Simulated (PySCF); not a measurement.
**A ladder of Hamiltonians for Os⁶⁴⁺ (osmium, charge +64)**

Occupied: 1s1/2, 2s1/2, 2p1/2, 2p3/2, 3s1/2. Hartree-Fock calculated with PySCF 2.14 in an uncontracted even-tempered set (16 s from 9.4 bohr⁻², ratio 2.7; 14 p from 11 bohr⁻², ratio 2.7), Gaussian nucleus throughout. NR is non-relativistic, sf-X2C the spin-free one-electron X2C Hamiltonian, X2C adds the bare one-electron spin-orbit term, X2C-SNSO screens it by Boettger's factors, DC is four-component Dirac-Coulomb, and the Gaunt and Breit terms are added at first order (total energies over the DC spinors, levels after relaxing the spinors in that mean field). QED terms are absent. Levels marked empty are virtual spinors of this ion; the basis has s and p functions only, so 3d, which can lie below the n = 4 levels, is absent.

| Hamiltonian | E (hartree) | E − E(DC) (hartree) | CPU seconds |
| --- | --- | --- | --- |
| NR | -11410.5784 | 894.1436 | 0.2 |
| sf-X2C | -12280.6128 | 24.1093 | 0.14 |
| X2C | -12299.6390 | 5.0830 | 0.15 |
| X2C-SNSO | -12298.5691 | 6.1530 | 0.14 |
| DC | -12304.7220 | 0.0000 | 7.1 |
| DC+Gaunt | -12288.6203 | 16.1017 | 13 |
| DC+Breit | -12290.0295 | 14.6926 | 37 |

```
   level (eV)        NR    sf-X2C       X2C  X2C-SNSO        DC  DC+Gaunt  DC+Breit
        1s1/2  -73374.0  -79847.6  -79828.2  -79829.3  -79927.4  -79666.0  -79683.4
        2s1/2  -16471.8  -18331.1  -18326.3  -18326.6  -18340.8  -18311.7  -18313.9
        2p1/2  -16062.1  -16676.3  -17846.3  -17809.5  -17819.5  -17769.3  -17774.2
        2p3/2  -16062.1  -16676.3  -16215.3  -16226.7  -16236.5  -16203.3  -16208.2
        3s1/2   -6883.9   -7469.4   -7468.6   -7468.6   -7472.1   -7464.3   -7465.2
3p1/2 (empty)   -6644.0   -6889.6   -7197.8   -7188.2   -7190.8   -7178.0   -7179.7
3p3/2 (empty)   -6644.0   -6889.6   -6766.2   -6769.3   -6771.4   -6762.9   -6764.6
4s1/2 (empty)   -3706.7   -3940.0   -3939.8   -3939.8   -3941.0   -3938.2   -3938.6
```

```json
{"interval (eV)": "2p3/2 − 2p1/2", "X2C": "1631", "X2C-SNSO": "1583", "DC": "1583", "DC+Gaunt": "1566", "DC+Breit": "1566"}
{"interval (eV)": "3p3/2 − 3p1/2", "X2C": "431.6", "X2C-SNSO": "418.9", "DC": "419.5", "DC+Gaunt": "415.1", "DC+Breit": "415.1"}
```

Weight of the small component: 1s1/2 0.0827, 2s1/2 0.0194, 2p1/2 0.0193, 2p3/2 0.0174, 3s1/2 0.00756, 3p1/2 0.00746, 3p3/2 0.00697, 4s1/2 0.00363.

Koopmans' value for the highest occupied level at DC+Breit: 7465.2 eV, against an ionisation energy of 7468 ± 24 eV (theoretical estimate listed by NIST; NIST Atomic Spectra Database, ionization energies); the former lacks relaxation, correlation, QED and recoil.

The whole ladder took 60 s of wall time on 1 thread of Intel(R) Xeon(R) 6975P-C (shared host), launched as `OMP_NUM_THREADS=1 python relrun2.py TASK.json OUT` (a driver that calls PySCF for each Hamiltonian).
